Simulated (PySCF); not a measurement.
CH5FGeO, SMILES [GeH2]([O]C)[F].

The structure is a stationary point at PBE-D3(BJ)/def2-SVP. This is a generated structure with no PubChem entry under its InChIKey; it may be hypothetical. One conformer was computed; it need not be the lowest.

These are PBE-D3(BJ)/def2-SVP (PySCF 2.14.0) values and carry that method's errors.

Frequencies are harmonic and unscaled.

```
mode  ν (cm⁻¹)  IR (km/mol)  moving atoms (share of kinetic energy)
----  --------  -----------  --------------------------------------
1           77          5.5          F 35 %, H 24 %, C 23 %, O 12 %
2          108          0.6                                  H 92 %
3          202          8.0          O 32 %, H 26 %, C 25 %, F 12 %
4          264         13.1  O 41 %, F 21 %, Ge 18 %, H 12 %, C 9 %
5          563         56.6                         H 77 %, Ge 11 %
6          628         41.5          O 48 %, H 24 %, Ge 15 %, C 9 %
7          657          5.2                          H 81 %, O 13 %
8          683         71.6                         F 75 %, Ge 22 %
9          784        132.1                                  H 95 %
10         808         54.9                                  H 97 %
11        1087        166.7                  O 49 %, C 41 %, H 10 %
12        1131          1.6                          H 76 %, C 19 %
13        1155         13.1                  H 68 %, C 21 %, O 11 %
14        1414          3.5                                  H 95 %
15        1418          9.7                           H 91 %, C 8 %
16        1427         11.4                                  H 96 %
17        2080         84.1                                  H 99 %
18        2145         94.7                                  H 98 %
19        2910         67.0                                  H 97 %
20        2988         40.4                           H 91 %, C 9 %
21        3038         23.9                           H 91 %, C 9 %
```
